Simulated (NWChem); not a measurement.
AlH2S2Cl; SMILES [Al]([SH])([Cl])[SH]

```xyz
6

Al    -0.0177     0.0002     0.0000
Cl    -2.1248     0.0230     0.0000
S      1.0054     1.9366    -0.0480
H      2.2499     1.3797    -0.0363
S      0.9633    -1.9580     0.0480
H      2.2196    -1.4281     0.0363
```
Atoms are numbered in this order, from 1.

Level: PBE-D3(BJ)/def2-SVP (NWChem), optimised geometry, unscaled harmonic frequencies. 

Question: List the harmonic frequencies with IR intensities, and the thermochemistry.

Answer: 
```csv
frequency (cm⁻¹),IR intensity (km/mol)
125,3.3
126,8.9
147,0.0
178,23.8
243,25.6
349,0.0
534,38.5
570,123.3
643,75.6
671,13.0
2614,2.5
2619,0.4
```

| Item | Result |
|---|---|
| zero-point energy | 12.6 kcal/mol |
| thermal correction to the enthalpy at 298.15 K (with zero-point energy) | 17.6 kcal/mol |
| heat capacity Cv | 21.0 cal/(mol K) |
| entropy at 298.15 K and 1 atm (symmetry number 2) | 83.5 cal/(mol K) |
| dipole moment | 2.34 D |

Rigid rotor and harmonic oscillator.
